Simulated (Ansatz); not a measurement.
Start from `CC1=[C]([AlH2])C1` and change one atom or group to get `CC1=C(O)C1`.

Ansatz, PBE0-D4/def2-TZVP geometries, multiplicity 1. Each molecule was computed in one conformer, which needn't be the lowest.

```
                                        property  `CC1=[C]([AlH2])C1`
           HOMO energy (ωB97M-V/def2-TZVPP) / eV                -9.14
           LUMO energy (ωB97M-V/def2-TZVPP) / eV                -0.04
              HOMO energy (PBE0/def2-TZVPP) / eV                -6.98
            HOMO–LUMO gap (PBE0/def2-TZVPP) / eV                 5.27
size of the dipole moment (B3LYP/def2-TZVPP) / D                 1.57
             HOMO energy (B3LYP/def2-TZVPP) / eV                -6.78
```

Q: Give the same properties after the change, and the shifts. (Estimate.)

A: Ansatz gave: 
| property | `CC1=C(O)C1` | shift |
| --- | --- | --- |
| HOMO energy (ωB97M-V/def2-TZVPP) / eV | -8.33 | 0.81 |
| LUMO energy (ωB97M-V/def2-TZVPP) / eV | 2.09 | 2.13 |
| HOMO energy (PBE0/def2-TZVPP) / eV | -6.14 | 0.84 |
| HOMO–LUMO gap (PBE0/def2-TZVPP) / eV | 6.81 | 1.54 |
| size of the dipole moment (B3LYP/def2-TZVPP) / D | 2.10 | 0.53 |
| HOMO energy (B3LYP/def2-TZVPP) / eV | -5.95 | 0.83 |

With PBE0 the HOMO rises by 0.84 eV and the LUMO rises by 2.39 eV, so the gap widens by about 1.55 eV. PBE moves the HOMO by 0.96 eV and ωB97M-V by 0.81 eV. Dipoles are sizes alone; their direction can turn.

B3LYP here is the variant with VWN-RPA as its local correlation; programs differ in this.
